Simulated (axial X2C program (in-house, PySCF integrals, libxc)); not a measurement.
Potential curves of CsP, with spin–orbit coupling

Calculated with an in-house relativistic program for diatomic molecules. Two-component (2c) means X2C with spin–orbit coupling and atomic mean-field two-electron Coulomb and Gaunt terms. Basis: Cs dyall-cv3z [15s15p9d4f1g], P dyall-v3z [8s7p2d1f] (cores contracted in-house); Gaussian nuclei, density fitting, unrestricted open shells. Masses: Cs 132.905 u, P 30.974 u.

State: Ω = 1 (⟨Sz⟩ = 1.00, ⟨Lz⟩ = 0.00 at HF). Energies in eV from the fragments at the same level (Cs + P). Fits are polynomials in 1 − R0/R over 0.85 to 1.23 times the lowest point R0.

```csv
R (Å),HF
2.8519,0.2331
2.9830,-0.0609
3.0813,-0.2033
3.1797,-0.2941
3.2780,-0.3445
3.3927,-0.3643
3.5075,-0.3527
3.6550,-0.3051
3.8353,-0.2152
```

The state is one determinant whose occupation by symmetry is held fixed; it was picked as the lowest of a PBE0 search that is not exhaustive. Dissociation energies refer to the lowest single-determinant-based atoms at the same level and basis. Other states lie close and PBE0, whose exact exchange favours high spin, may order them wrongly; the determinant shown need not be the ground state. The nearest other 2c determinant of the search, Ω = 2, lies 0.31 eV up at the distance of the search. With several unpaired electrons one determinant need not be a pure state. Open-shell Ω = 0 determinants with evenly filled partner blocks cannot be reached by this program, so the Ω shown need not be the lowest component. This is the Ω = 1 component of a π² triplet; the 0⁺ component is not one determinant and can lie lowest. The stretched end of a curve changes character and is left out.

Problem. What are Re, ωe and De at the HF level?

Solution. At HF, 2c: Re = 3.402 Å, ωe ≈ 158 cm⁻¹, De = 0.36 eV to Cs + P; Be follows as 0.058 cm⁻¹.
